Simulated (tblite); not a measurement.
C₄H₃N₃.
Numbering: `[CH:1]#[C:2][c:3]1[cH:4][n:5][n:6][nH:7]1` (hydrogens: H8 on C1; H9 on C4; H10 on N7)

Computed with GFN2-xTB (tblite), gas phase: Langevin dynamics at 300 K from the optimised GFN2-xTB geometry, time step 0.5 fs, friction 0.01 fs⁻¹, 2000 steps.

Start geometry:
```
atom  x, y, z in Å
C1      2.529    0.332    0.103
C2      1.341    0.161    0.051
C3     -0.041   -0.046   -0.011
C4     -0.808   -1.183   -0.220
N5     -2.101   -0.824   -0.182
N6     -2.194    0.431    0.031
N7     -0.971    0.936    0.140
H8      3.567    0.473    0.147
H9     -0.499   -2.192   -0.388
H10    -0.814    1.917    0.307
```

The statistics below take the 31 frames saved every 25 fs from 250 to 1000 fs; their kinetic temperature (all 3N coordinates) averages 294 K.

Problem. Give the mean, spread and extremes of the bond lengths.

Solution. 
```csv
bond,start (Å),mean (Å),standard deviation (Å),shortest (Å),longest (Å)
C1≡C2,1.201,1.204,0.014,1.183,1.242
C2–C3,1.399,1.405,0.024,1.364,1.461
C3–C4,1.388,1.375,0.024,1.328,1.430
C4–N5,1.342,1.341,0.028,1.297,1.394
N5–N6,1.277,1.273,0.020,1.238,1.316
N6–N7,1.327,1.319,0.023,1.272,1.373
C3–N7,1.361,1.382,0.025,1.343,1.433
C1–H8,1.049,1.052,0.017,1.019,1.089
C4–H9,1.069,1.074,0.020,1.032,1.109
N7–H10,1.008,1.011,0.022,0.980,1.054
```

Problem. Give the same statistics for bond angles, one of each kind among heavy atoms.

Solution. 
```json
{"angle": "C1–C2–C3", "start (°)": "179.7", "mean (°)": "169.1", "standard deviation (°)": "5.5", "smallest (°)": "158.8", "largest (°)": "178.0"}
{"angle": "C2–C3–C4", "start (°)": "132.4", "mean (°)": "132.6", "standard deviation (°)": "4.5", "smallest (°)": "122.6", "largest (°)": "141.8"}
{"angle": "C2–C3–N7", "start (°)": "124.3", "mean (°)": "123.9", "standard deviation (°)": "3.6", "smallest (°)": "116.9", "largest (°)": "132.3"}
{"angle": "C4–C3–N7", "start (°)": "103.2", "mean (°)": "103.0", "standard deviation (°)": "2.0", "smallest (°)": "99.3", "largest (°)": "108.5"}
{"angle": "C3–C4–N5", "start (°)": "108.0", "mean (°)": "108.6", "standard deviation (°)": "1.9", "smallest (°)": "105.0", "largest (°)": "111.9"}
{"angle": "C4–N5–N6", "start (°)": "109.8", "mean (°)": "109.2", "standard deviation (°)": "1.5", "smallest (°)": "105.5", "largest (°)": "111.7"}
{"angle": "N5–N6–N7", "start (°)": "108.7", "mean (°)": "109.6", "standard deviation (°)": "1.6", "smallest (°)": "106.5", "largest (°)": "112.9"}
{"angle": "C3–N7–N6", "start (°)": "110.3", "mean (°)": "109.3", "standard deviation (°)": "1.8", "smallest (°)": "104.8", "largest (°)": "112.4"}
```

Problem. How far does each atom move about its mean position (frames aligned on the start, all atoms weighted alike), and what rms force does it feel?

Solution. 
```tsv
atom	rms displacement (Å)	rms force (eV/Å)
C1	0.11	1.71
C2	0.13	1.76
C3	0.11	2.16
C4	0.08	1.95
N5	0.11	1.66
N6	0.11	1.60
N7	0.09	1.89
H8	0.20	0.72
H9	0.15	0.81
H10	0.15	0.92
```

The displacements run from 0.08 to 0.20 Å, the largest at H8.

Problem. How widely does the potential energy scatter, against a harmonic estimate?

Solution. Mean 0.29 eV above the start, standard deviation 0.066 eV, range 0.18 to 0.47 eV. For 24 classical harmonic modes at 300 K the canonical values are 24kT/2 = 0.31 eV and kT·√(24/2) = 0.090 eV.

The run is classical and short, so these are rough statistics of one trajectory.

The cost below is that of the whole dynamics run. Time: 7.5 s of wall time; peak memory 0.18 GiB. Hardware: Arm Neoverse V1, one thread, no GPU, shared host.
